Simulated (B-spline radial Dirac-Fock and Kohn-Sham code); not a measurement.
Level of theory: multi-electron Dirac-Fock with separately optimised hole states, Breit and Lamb-shift corrections added in first order; a B-spline atomic structure program. Correlation energy is missing from these numbers.

Question: An atom or ion in its tabulated ground configuration has these computed binding energies (the last is its least bound level). Which is it?

| level | binding energy (eV) |
| --- | --- |
| 1s | 14008.5 |
| 2s | 2869.5 |
| 2p | 2689.9 |

Answer: Se²⁵⁺: Z = 34 with 9 electrons, [He] 2s2 2p5. The hydrogen-like estimate √(E/Ry) = 32.1 for the K level lies 1.9 below Z; the outermost level, at 2689.9 eV, fixes the charge.
